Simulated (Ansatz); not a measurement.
Molecule: dichloro(diethyl)germane, C4H10Cl2Ge, charge 0, multiplicity 1. 
Geometry from a B3LYP-D3(BJ)/def2-TZVP (Ansatz, a first-principles code) optimisation:
SMILES: C[CH2][Ge]([Cl])([Cl])[CH2]C
```xyz
17

C     -1.8920     1.9778     0.8039
C     -1.1948     0.7163     1.3132
Ge    -0.0108    -0.0808    -0.0263
Cl    -1.2431    -0.7451    -1.6984
Cl     0.8951    -1.8595     0.8522
C      1.4287     1.0343    -0.7445
C      2.3644     1.5583     0.3449
H     -2.4965     1.7675    -0.0794
H     -2.5531     2.3904     1.5685
H     -1.1740     2.7567     0.5383
H     -0.5810     0.9220     2.1926
H     -1.9136    -0.0540     1.5944
H      0.9512     1.8494    -1.2922
H      1.9631     0.4249    -1.4739
H      2.8314     0.7395     0.8939
H      3.1618     2.1652    -0.0885
H      1.8340     2.1832     1.0666
```
Charge 0, spin multiplicity 1.

Parts of the frozen-core correlation energy in def2-TZVPPD (Ansatz, hartree). Frozen orbitals: 28; correlated occupied orbitals by spin: 22 and 22; virtual: 424 and 424. No spin-orbit coupling. No relativistic terms.

```json
[
 {"term": "reference (HF)", "value": "-3151.86658"},
 {"term": "MP2 opposite-spin", "value": "-0.92553"},
 {"term": "MP2 same-spin", "value": "?"},
 {"term": "CCSD correlation", "value": "?"},
 {"term": "(T)", "value": "?"},
 {"term": "T1 diagnostic", "value": "0.009"},
 {"term": "largest doubles amplitude", "value": "0.013"}
]
```

Task: Some entries are withheld; supply them.

Result: 
- MP2 same-spin, value: -0.27949
- CCSD correlation, value: -1.28699
- (T), value: -0.05436
